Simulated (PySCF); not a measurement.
TaF4, SMILES [F][Ta+]([F])([F])[F], charge +1, multiplicity 1.

The structure is a stationary point at PBE0-D3(BJ)/def2-SVP. The spin state was assumed, not searched. The isomer is the one that the SMILES or the coordinates give; other isomers of the formula were not compared. The def2 effective core potentials stand for the cores of Ta; spin–orbit coupling is left out.

These are PBE0-D3(BJ)/def2-SVP (PySCF) values and carry that method's errors.

Frequencies are harmonic and unscaled.

Modes within 1.5 cm⁻¹ of each other (mostly degenerate sets) share a row, with their intensities summed.

```csv
mode,ν (cm⁻¹),IR (km/mol),Raman (Å⁴/amu),depolarisation,moving atoms (share of kinetic energy)
1–3,171,48.4,1.5,0.75,"F 84 %, Ta 16 %"
4–5,192,0.0,4.0,0.75,F 100 %
6,799,0.0,12.6,0.00,F 100 %
7–9,803,370.0,4.0,0.75,"F 86 %, Ta 14 %"
```
